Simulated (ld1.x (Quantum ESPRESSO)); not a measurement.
## Os: ultrasoft pseudisation with LDA (PZ), scalar-relativistic reference atom.

The input file (ld1.x (Quantum ESPRESSO) 7.5):

```
&input
   title='Os', zed=76., rel=1, dft='PZ', iswitch=3,
   config='[Xe] 4f14 5d6 6s2 6p0',
   nld=4, rlderiv=2.55, eminld=-9.0, emaxld=5.0, deld=0.04
 /
 &inputp
   pseudotype=3, tm=.true., lloc=-1, rcloc=1.55,
   nlcc=.true.,
   which_augfun='PSQ', rmatch_augfun=0.75,
   file_pseudopw='Os.UPF', file_wfcaegen='ae.wfc', file_wfcncgen='nc.wfc', file_beta='beta', file_chi='chi', file_wfcusgen='us.wfc'
 /
8
5S  1  0   2.00   0.00  1.45  1.70  0.0
6S  2  0   2.00   0.00  1.45  1.70  0.0
5P  2  1   6.00   0.00  1.60  1.95  0.0
6P  3  1   0.00   0.00  1.60  1.95  0.0
5D  3  2   6.00   0.00  1.90  2.35  0.0
5D  3  2   0.00   0.20  1.90  2.35  0.0
4F  4  3  14.00   0.00  0.65  0.70  0.0
4F  4  3   0.00   0.05  0.65  0.70  0.0
 &test
   configts(1)='4f14 5s2 5p6 5d6 6s2 6p0'
 /
```

Command:

```bash
ld1.x < Os.in > Os.out
```

Output (shortened: banner, matrices, multipoles, cross overlaps and the repeated all-electron block are left out):

```
Program LD1 v.7.5
     --------------------------- All-electron run ----------------------------

     Os
     scalar relativistic calculation

     atomic number is 76.00
     dft =PZ   lsd =0 sic =0 latt =0  beta=0.20 tr2=1.0E-14
     Exchange-correlation= PZ
                           (   1   1   0   0   0   0   0)
     mesh =1275 r(mesh) =  98.91557 a.u. xmin = -7.00 dx = 0.01250
     1 Ry =  13.60569312 eV, c = 137.03599908

     n l     nl                  e(Ry)          e(Ha)          e(eV)
     1 0     1S 1( 2.00)     -5425.6585     -2712.8292    -73819.8439
     2 0     2S 1( 2.00)      -945.0211      -472.5105    -12857.6667
     2 1     2P 1( 6.00)      -823.1423      -411.5711    -11199.4213
     3 0     3S 1( 2.00)      -219.8883      -109.9441     -2991.7323
     3 1     3P 1( 6.00)      -184.1101       -92.0551     -2504.9458
     4 0     4S 1( 2.00)       -46.3545       -23.1773      -630.6852
     4 1     4P 1( 6.00)       -34.6159       -17.3080      -470.9735
     3 2     3D 1(10.00)      -144.0882       -72.0441     -1960.4198
     5 0     5S 1( 2.00)        -6.7499        -3.3749       -91.8370
     5 1     5P 1( 6.00)        -3.7523        -1.8762       -51.0529
     4 2     4D 1(10.00)       -20.0453       -10.0226      -272.7298
     4 3     4F 1(14.00)        -3.8441        -1.9221       -52.3020
     5 2     5D 1( 6.00)        -0.4750        -0.2375        -6.4629
     6 0     6S 1( 2.00)        -0.4694        -0.2347        -6.3867
     6 1     6P 1( 0.00)        -0.1027        -0.0514        -1.3980

     final scf error:  6.5E-15 reached in  31 iterations

     Etot =  -34488.044759 Ry,  -17244.022380 Ha, -469233.753403 eV

     Ekin =   38225.111354 Ry,   19112.555677 Ha,  520079.134680 eV
     Encl =  -85499.543050 Ry,  -42749.771525 Ha,-1163280.544889 eV
     Eh   =   13443.080401 Ry,    6721.540200 Ha,  182902.426558 eV
     Exc  =    -656.693464 Ry,    -328.346732 Ha,   -8934.769752 eV

     normalization and overlap integrals

     s(1S/1S) =  1.000000  <r> =   0.0177  <r2> =    0.0004  r(max) =   0.0110
     s(2S/2S) =  1.000000  <r> =   0.0749  <r2> =    0.0066  r(max) =   0.0636
     s(2P/2P) =  1.000000  <r> =   0.0673  <r2> =    0.0055  r(max) =   0.0520
     s(3S/3S) =  1.000000  <r> =   0.1940  <r2> =    0.0431  r(max) =   0.1794
     s(3P/3P) =  1.000000  <r> =   0.1947  <r2> =    0.0439  r(max) =   0.1772
     s(4S/4S) =  1.000000  <r> =   0.4320  <r2> =    0.2107  r(max) =   0.4042
     s(4P/4P) =  1.000000  <r> =   0.4597  <r2> =    0.2404  r(max) =   0.4250
     s(3D/3D) =  1.000000  <r> =   0.1763  <r2> =    0.0364  r(max) =   0.1450
     s(5S/5S) =  1.000000  <r> =   1.0049  <r2> =    1.1342  r(max) =   0.9110
     s(5P/5P) =  1.000000  <r> =   1.1689  <r2> =    1.5487  r(max) =   1.0323
     s(4D/4D) =  1.000000  <r> =   0.4893  <r2> =    0.2771  r(max) =   0.4357
     s(4F/4F) =  1.000000  <r> =   0.5565  <r2> =    0.3822  r(max) =   0.4042
     s(5D/5D) =  1.000000  <r> =   1.8171  <r2> =    3.9979  r(max) =   1.3590
     s(6S/6S) =  1.000000  <r> =   2.9631  <r2> =   10.0457  r(max) =   2.4763
     s(6P/6P) =  1.000000  <r> =   4.5272  <r2> =   24.1876  r(max) =   3.5140

     ------------------------ End of All-electron run ------------------------

     --------------------- Generating US pseudopotential ---------------------

      Generating local potential from pseudized AE potential:
      Matching radius rcloc =   1.5500

      Local pseudo, rcloc= 1.559 Estimated cut-off energy=    10.38 Ry

      Computing core charge for nlcc:

       r > 0.29 : true rho core
       r < 0.29 : rho core = a sin(br)/r    a= 185.56  b=   7.33

      Integrated core pseudo-charge :  24.34
      Wfc-us  5S rcutus= 1.681  Estimated cut-off energy=    19.86 Ry
      Wfc-us  6S rcutus= 1.681  Estimated cut-off energy=    40.14 Ry
      Wfc-us  5P rcutus= 1.953  Estimated cut-off energy=    22.73 Ry
      Wfc-us  6P rcutus= 1.953  Estimated cut-off energy=    42.26 Ry
      Wfc-us  5D rcutus= 2.326  Estimated cut-off energy=    21.62 Ry
      Wfc-us  5D rcutus= 2.326  Estimated cut-off energy=    28.33 Ry
      Wfc-us  4F rcutus= 0.701  Estimated cut-off energy=   321.57 Ry
      Wfc-us  4F rcutus= 0.701  Estimated cut-off energy=   352.38 Ry

     Q pseudized with Bessel functions
     Expected ecutrho=    1125.1558 due to l1=  3   l2=  3

     ------------------- End of pseudopotential generation -------------------

     Computing logarithmic derivative in   2.55496
     Computing logarithmic derivative in   2.55496
     Computing the partial wave expansion
     R is outside the sphere for l=    0 j= 0.00
     R is outside the sphere for l=    0 j= 0.00
     R is outside the sphere for l=    1 j= 0.00
     R is outside the sphere for l=    1 j= 0.00
     R is outside the sphere for l=    2 j= 0.00
     R is outside the sphere for l=    2 j= 0.00
     R is outside the sphere for l=    3 j= 0.00
     R is outside the sphere for l=    3 j= 0.00

     ---------------------- Testing the pseudopotential ----------------------

     Os
     scalar relativistic calculation

     atomic number is 76.00   valence charge is 30.00
     dft =PZ   lsd =0 sic =0 latt =0  beta=0.20 tr2=1.0E-14
     mesh =1275 r(mesh) =  98.91557 xmin = -7.00 dx = 0.01250

     n l     nl             e AE (Ry)        e PS (Ry)    De AE-PS (Ry)
     4 3     4F   1(14.00)       -3.84412       -3.84399       -0.00014
     1 0     5S   1( 2.00)       -6.74989       -6.74981       -0.00008
     2 1     5P   1( 6.00)       -3.75232       -3.75226       -0.00006
     3 2     5D   1( 6.00)       -0.47501       -0.47498       -0.00003
     2 0     6S   1( 2.00)       -0.46942       -0.46941       -0.00001
     3 1     6P   1( 0.00)       -0.10275       -0.10274       -0.00000

     eps = 6.5E-15  iter =  6

     Etot =  -34488.044759 Ry,  -17244.022380 Ha, -469233.753403 eV
     Etotps = -1028.128833 Ry,    -514.064417 Ha,  -13988.405399 eV

     Ekin =     508.820180 Ry,     254.410090 Ha,    6922.851218 eV
     Encl =   -1931.157116 Ry,    -965.578558 Ha,  -26274.731098 eV
     Ehrt =     836.856881 Ry,     418.428440 Ha,   11386.017908 eV
     Ecxc =    -208.705644 Ry,    -104.352822 Ha,   -2839.584939 eV
     (Ecc =    -108.784683 Ry,     -54.392342 Ha,   -1480.091015 eV)
     Epseu=    -233.943134 Ry,    -116.971567 Ha,   -3182.958488 eV

     ---------------------- End of pseudopotential test ----------------------
```

Note: ghost state, extra bound levels that the all-electron valence spectrum of the same l lacks: d at -22.3 eV (p not tested). A true bound ghost makes a file unfit for plane-wave use. Its overlap operator is not positive definite in a basis up to 400 Ry (lowest eigenvalue p -0.15), so the file is unfit for use: the generalised eigenproblem breaks down once the basis is large enough, and its test numbers describe a broken file.

Generation and configuration tests took about 2.6 s on one core of a shared server CPU.
